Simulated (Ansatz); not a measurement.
Molecule: C₂H₁₀N₂O₂Si, charge 0, multiplicity 1. SMILES: CO[Si](N)(N)OC
Coordinates optimised at B3LYP-D3(BJ)/def2-TZVP (Ansatz, an electronic-structure program):
```
Si
O 1 1.6475
C 2 1.4150 1 122.77
H 3 1.0904 2 108.27 1 -178.09
H 3 1.0946 4 108.70 2 -120.95
H 3 1.0947 4 108.68 5 -117.71
O 1 1.6475 2 109.11 3 -57.15
C 7 1.4150 1 122.77 2 -57.15
H 8 1.0904 7 108.27 1 -178.09
H 8 1.0946 9 108.70 7 -120.95
H 8 1.0947 9 108.68 10 -117.71
N 1 1.6990 2 101.65 3 178.74
H 12 1.0047 1 123.08 2 -175.20
H 12 1.0051 13 113.54 1 167.93
N 1 1.6990 2 116.92 3 57.40
H 15 1.0047 1 123.08 2 66.13
H 15 1.0051 16 113.54 1 167.93
```
Charge 0, spin multiplicity 1.

Computed values are from Ansatz. Cores are frozen in the correlated levels unless marked. UHF or UKS for open shells. Spin-orbit coupling is left out. Non-relativistic. Basis-set limits of correlation are two-point, X^-3; Hartree-Fock from the larger set. The bracket is a focal-point correction in the basis named.

The atomisation energy De comes out as 1576.8 kcal/mol at RI-MP2/CBS(cc-pV(T+d)Z,cc-pV(Q+d)Z)+[CCSD(T)-MP2]/cc-pV(D+d)Z. The total energy is -631.0987 Eh at RI-MP2/CBS(cc-pV(T+d)Z,cc-pV(Q+d)Z)+[CCSD(T)-MP2]/cc-pV(D+d)Z, the dipole moment comes out as 0.01 D at CCSD(T)/aug-cc-pV(D+d)Z and the T1 diagnostic comes out as 0.012 at CCSD/aug-cc-pV(D+d)Z.
